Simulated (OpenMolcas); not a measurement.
Os6+ (d2) among equal point charges was computed by CASSCF with the d shell active (OpenMolcas, ANO-RCC-VDZP on the metal). Its lowest spin-free states, and all those of the highest spin:

| 2S+1 | Degeneracy | E (cm-1) |
| --- | --- | --- |
| 3 | 3 | 0.0 |
| 3 | 3 | 5066 |
| 3 | 1 | 11016 |
| 1 | 3 | 13576 |
| 1 | 2 | 14239 |
| 3 | 3 | 18156 |
| 1 | 3 | 21786 |
| 1 | 1 | 23811 |
| 1 | 3 | 23940 |
| 1 | 2 | 27164 |
| 1 | 1 | 52556 |

Problem. Is the site octahedral, tetrahedral or cube-like, axial, or of lower symmetry?

Solution. The states with 2S+1 = 3 have orbital degeneracies 3, 3, 1, 3. Threefold states need a cubic site. For d2 at this spin an octahedron puts the threefold T1 below the threefold T2 and a tetrahedron or cube puts the single A2 below the threefold T2, so the site is octahedral. The run had Os6+ among 6 point charges of -1 e arranged as an octahedron (Oh), 1.86 Å from the ion.

Spin-orbit coupling mixes the spin-free states strongly: the lowest level takes only 67 % from its leading state, 3T1. Without dynamic correlation the repulsion within the d shell is too large (B by tens of per cent), so at a given field states of lower spin stand too high. This field is weak: 10Dq is about 6008 cm-1, while octahedral complexes of 5d ions of charge 3 and more, computed by the same method with explicit ligands, had a median near 35000 cm-1. Ground spin and moment need not be those of a real site. This is an electrostatic model: the charges have no orbitals. No measured value stands beside these numbers.
